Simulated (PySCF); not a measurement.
Delta-SCF ions had no search for a lower state. Excitations are Tamm–Dancoff values on a coarser integration grid. The basis has no diffuse functions, so Rydberg states are missing or too high.

## CH9NSi2, SMILES `CN([SiH3])[SiH3]` (charge 0, multiplicity 1)

The numbers are results of PBE-D3(BJ)/def2-TZVP // PBE0-D4/def2-TZVP (PySCF), not measurements.

```yaml
HOMO: -5.79 eV
dipole_moment: 0.187 e·Å
LUMO: -0.75 eV
HOMO–LUMO gap: 5.04 eV
S1 excitation (TDA): 5.13 eV
S1 oscillator strength: 0.000
T1 excitation (TDA): 4.89 eV
S1–T1 gap (TDA): 0.24 eV
vertical ionisation energy (Delta-SCF): 8.73 eV
total_energy: -18419.38 eV
cost: roughly 2.2 core-minutes
```

```xyz
13

C     -0.9955    -1.0912    -0.2742
N     -0.0428    -0.0366     0.0668
Si    -0.6388     1.5825     0.0648
Si     1.6107    -0.5022     0.2268
H     -1.9958    -0.8461     0.0967
H     -1.0689    -1.2543    -1.3557
H     -0.7073    -2.0401     0.1893
H     -1.8317     1.6726     0.9528
H     -1.0735     2.0253    -1.2918
H      0.4372     2.4823     0.5471
H      1.7187    -1.6178     1.2082
H      2.3896     0.6729     0.6880
H      2.1877    -0.9963    -1.0571
```
